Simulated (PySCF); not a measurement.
## Two-component Hartree-Fock for In⁴³⁺ (indium, charge +43)

Start: [He] 2s2 2p2; 2p1/2 filled at m_j = -1/2, +1/2. Calculated with PySCF 2.14 in an uncontracted even-tempered set (17 s from 22 bohr⁻², ratio 2.4; 12 p from 29 bohr⁻², ratio 2.4; 5 d from 96 bohr⁻², ratio 2.6; 4 f from 140 bohr⁻², ratio 2.6): generalised Hartree-Fock with the X2C-1e Hamiltonian and a Gaussian nucleus; one run each with spin-orbit coupling (SO) switched off, then screened by Boettger's factors.

```tsv
spinor shell	electrons	ε, spin-free (eV)	ε, screened SO (eV)	weight of nominal j (screened SO)	rms radius, screened SO (bohr)
1s1/2	2	-31734.5	-31718.3	1.000	0.0339
2s1/2	2	-7365.7	-7360.8	1.000	0.132
2p1/2	2	-7079.0	-7214.8	1.000	0.113
```

```csv
quantity,spin-free,screened SO
E (hartree),-3555.57137,-3566.60023
M_J,0,0
⟨J²⟩,2.000,0.000
⟨L²⟩,2.000,1.333
⟨S²⟩,2.000,1.333
```

Breit and QED terms are absent; they matter most for the inner s and p1/2 levels.

Densities and radii are taken from the X2C orbitals without a picture-change correction, which distorts them close to the nucleus.

Without spin-orbit coupling the j labels of p, d and f shells carry no meaning; the spin-free column gives the mean over the occupied spinors of each nl shell.
